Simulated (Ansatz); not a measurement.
Series SiXY, Y = methyl, computed as singlets and as triplets. All species are isolated molecules in the gas phase. One relaxed conformer stands for each flexible species; it need not be the lowest. Strings in code marks are SMILES.

Quantity: adiabatic spin-state energy, in kcal/mol.

Case: `C[Si]O`: multiplicity 3 minus multiplicity 1. The other species in the difference include `C[Si]O` (C–Si–O–H torsion 0°) (neutral, multiplicity 1). Geometry of `[Si](O)C` (neutral, multiplicity 3, Å):

```xyz
7

C     -1.0307     0.1214     0.1325
Si     0.5627    -0.8084     0.6209
O      1.9321    -0.3913    -0.2359
H     -1.8621    -0.2870     0.7067
H     -1.2246    -0.0232    -0.9315
H     -0.9310     1.1858     0.3508
H      2.5536     0.2026     0.1965
```

**Question.** What is the computed adiabatic spin-state energy (r2SCAN0/cc-pVTZ // B3LYP-D3(BJ)/def2-TZVP (Ansatz, a quantum-chemistry and plane-wave program))?

**Answer.** 33.8 kcal/mol.
